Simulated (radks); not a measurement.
Results of a calculation; reference values are marked as such.
The magnesium ion Mg2+ inside a hard spherical wall (all orbitals vanish at R), configuration held at [Ne] and not refilled when levels cross. Level of theory: scalar-relativistic Kohn-Sham, LDA (Slater exchange, VWN5 correlation), spin-polarised, spherical densities, finite nucleus; Fermi nuclear charge, rms radius 3.057 fm (a radial shooting solver on a logarithmic mesh with Libxc functionals). Eigenvalues in eV for spin up, with the zero of energy where the potential of the charges vanishes at infinity; a dash marks a level that is unbound or too diffuse for the functional's potential to be trusted. A positive occupied level is held by the wall or, in an anion where self-interaction has pushed it up, behind a barrier. The pressure on the wall is -dE/dV.

R (bohr)  E (hartree)  kinetic (hartree)    e(1s)    e(2s)    e(2p)  e(3s, empty)  e(3p, empty)  pressure (GPa)
free       -198.61102            198.631  -1274.0  -99.468  -66.848       -17.925       -12.603               0
20         -198.61102            198.631  -1274.0  -99.468  -66.848       -17.925       -12.603        < 0.0001
12         -198.61102            198.631  -1274.0  -99.468  -66.848       -17.925       -12.603        < 0.0001
10         -198.61102            198.631  -1274.0  -99.468  -66.848       -17.925       -12.601        < 0.0001
7          -198.61102            198.631  -1274.0  -99.468  -66.848       -17.906       -12.499        < 0.0001
4          -198.61091            198.633  -1274.0  -99.463  -66.842       -15.682        -8.642          0.0615
2          -198.33984            200.448  -1267.5  -95.272  -62.032        38.298        47.797             613
1.5        -196.71831            207.893  -1246.2  -79.989  -45.374        138.03        137.31            7750
